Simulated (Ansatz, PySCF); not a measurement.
Reaction R1 → P1 + P2, each structure at its B3LYP-D3(BJ)/def2-TZVP stationary point, reached from a drawn start (curvature not checked).
R1: BH3O3 (SMILES OB(O)O), charge 0, multiplicity 1.
P1, BHO2 (SMILES O=BO) (charge 0, multiplicity 1):
```
atom    x (Å)    y (Å)    z (Å)
----  -------  -------  -------
O     -0.8026  -0.3432   0.0669
B      0.4676  -0.0754  -0.1940
O      1.6331   0.1220  -0.4606
H     -1.2982   0.2966   0.5877
```
P2: H2O (SMILES O), charge 0, multiplicity 1.

P less R. No zero-point or thermal terms. One arrangement of each flexible species, with no search for the lowest.

Frozen-core correlation throughout.

Run with Ansatz (a first-principles code) with Gaussian orbitals; PySCF for the D3/D4 terms. No computed number here is a measurement.

PBE/def2-TZVPP gives 2.056 eV for the reaction energy.

Question: Where do these levels fall relative to PBE: PBE-D3(BJ)/def2-TZVPP, r2SCAN/def2-TZVPP, B3LYP/def2-TZVPP, wB97M-V/def2-TZVPP, B2PLYP/def2-TZVPP, MP2/cc-pVQZ, CCSD(T)/cc-pVQZ.

Answer: PBE-D3(BJ)/def2-TZVPP 0.036; r2SCAN/def2-TZVPP 0.193; B3LYP/def2-TZVPP -0.018; wB97M-V/def2-TZVPP 0.161; B2PLYP/def2-TZVPP 0.018; MP2/cc-pVQZ 0.070; CCSD(T)/cc-pVQZ 0.129 eV. 6 of 7 lie above PBE; the widest gap is to r2SCAN/def2-TZVPP.
